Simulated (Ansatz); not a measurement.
A nudged elastic band was laid between two geometries of BFH$_{2}$OSi (6 atoms, charge 0, multiplicity 1).

All numbers below come from RKS PBE0/6-31G* in Ansatz 0.2.0.

* movable images: 9
* climbing image: yes
* spring: 5.0 eV/Å²
* optimiser: quadratic models (default)
* start path: through a guess of the saddle point
* force threshold: 0.05 eV/Å
* iteration limit: 60
* end points: relaxed

Image 0:

```xyz
6
Properties=species:S:1:pos:R:3
F 0.348 -2.252 0.863
B 0.229 -1.021 0.428
O 1.043 0.041 0.517
Si -0.399 0.576 -0.378
H -0.078 1.009 -1.762
H -1.143 1.647 0.333
```

Image 10:

```xyz
6
Properties=species:S:1:pos:R:3
F 0.727 -2.052 0.000
B 0.241 -0.837 -0.180
O 0.271 0.029 0.871
Si -0.255 1.623 1.002
H -0.206 -0.536 -1.249
H -0.779 1.773 -0.444
```

Problem. Which bonds break or form, and what moves?

Solution. Bonds broken: B2–Si4, Si4–H5. Bonds formed: B2–H5.

Problem. What energy profile does the band end with?

Solution. The run converged. The highest image is number 3 of 0 to 10, 1.45 eV above the first end and 1.58 eV above the last; the last end lies 0.13 eV below the first. A vibrational analysis at the climbing image gives one clearly imaginary mode, 696i cm⁻¹: a first-order saddle point. The orbitals stay closed-shell, which can raise the energy where a bond breaks towards radicals; this wasn't checked here.

```json
{"image": "0", "path coordinate (Å)": "0.00", "energy (eV)": "0.00", "B2–Si4 (Å)": "1.90", "Si4–H5 (Å)": "1.49", "B2–H5 (Å)": "3.00"}
{"image": "1", "path coordinate (Å)": "0.38", "energy (eV)": "0.28", "B2–Si4 (Å)": "1.85", "Si4–H5 (Å)": "1.47", "B2–H5 (Å)": "2.83"}
{"image": "2", "path coordinate (Å)": "0.77", "energy (eV)": "1.01", "B2–Si4 (Å)": "1.88", "Si4–H5 (Å)": "1.46", "B2–H5 (Å)": "2.63"}
{"image": "3", "path coordinate (Å)": "1.15", "energy (eV)": "1.45", "B2–Si4 (Å)": "2.03", "Si4–H5 (Å)": "1.49", "B2–H5 (Å)": "2.44"}
{"image": "4", "path coordinate (Å)": "1.69", "energy (eV)": "1.11", "B2–Si4 (Å)": "2.15", "Si4–H5 (Å)": "1.54", "B2–H5 (Å)": "2.13"}
{"image": "5", "path coordinate (Å)": "2.22", "energy (eV)": "0.70", "B2–Si4 (Å)": "2.10", "Si4–H5 (Å)": "1.65", "B2–H5 (Å)": "1.53"}
{"image": "6", "path coordinate (Å)": "2.75", "energy (eV)": "0.34", "B2–Si4 (Å)": "2.18", "Si4–H5 (Å)": "1.87", "B2–H5 (Å)": "1.29"}
{"image": "7", "path coordinate (Å)": "3.28", "energy (eV)": "0.23", "B2–Si4 (Å)": "2.41", "Si4–H5 (Å)": "2.39", "B2–H5 (Å)": "1.22"}
{"image": "8", "path coordinate (Å)": "3.82", "energy (eV)": "-0.01", "B2–Si4 (Å)": "2.68", "Si4–H5 (Å)": "2.93", "B2–H5 (Å)": "1.20"}
{"image": "9", "path coordinate (Å)": "4.35", "energy (eV)": "-0.12", "B2–Si4 (Å)": "2.78", "Si4–H5 (Å)": "3.16", "B2–H5 (Å)": "1.20"}
{"image": "10", "path coordinate (Å)": "4.88", "energy (eV)": "-0.13", "B2–Si4 (Å)": "2.77", "Si4–H5 (Å)": "3.12", "B2–H5 (Å)": "1.20"}
```

Problem. What is the geometry of the highest image?

Solution. 
```xyz
6
Properties=species:S:1:pos:R:3
F 0.072 -2.039 0.683
B 0.222 -0.779 0.370
O 1.137 0.133 0.596
Si -0.053 1.092 -0.374
H -0.082 0.456 -1.718
H -1.295 1.137 0.443
```

Problem. What are the harmonic wavenumbers there?

Solution. 696i, 298, 302, 483, 539, 668, 692, 924, 1090, 1669, 2238, 2288 cm⁻¹.

Time of the run: 7.1 min on 1 thread of Arm Neoverse V1 (shared host), peak memory 0.12 GiB.
